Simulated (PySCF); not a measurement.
# Titanium: a sound run and one with changed settings

Sound run: Ti [Ar] 3d2 4s2, Ti⁺ [Ar] 3d2 4s1. All numbers are calculated (PySCF 2.14, the spin-free X2C one-electron Hamiltonian (Gaussian nucleus), in x2c-TZVPall (6s5p4d1f, 48 functions)). In the sound run the correlated levels freeze [Ar]. The sound run starts from symmetry-adapted Hartree-Fock orbitals and uses a fine grid where one is needed.

Changed run: all electrons correlated in a basis built for the valence shell.

| species | method | sound run (hartree) | changed run (hartree) | converged |
| --- | --- | --- | --- | --- |
| Ti | MP2 | -852.77249 | -853.00446 | yes |
| Ti⁺ | MP2 | -852.54136 | -852.76554 | yes |

Ionisation energy of Ti:

```json
{"method": "UHF", "sound run (eV)": "5.561", "changed run (eV)": "5.561"}
{"method": "MP2", "sound run (eV)": "6.289", "changed run (eV)": "6.501"}
{"method": "SCS-MP2", "sound run (eV)": "6.442", "changed run (eV)": "6.574"}
```

A valence basis has no tight correlating functions, so it recovers only part of the core correlation, and not evenly between atom and ion.

For comparison, NIST gives 6.828 eV between the lowest levels.
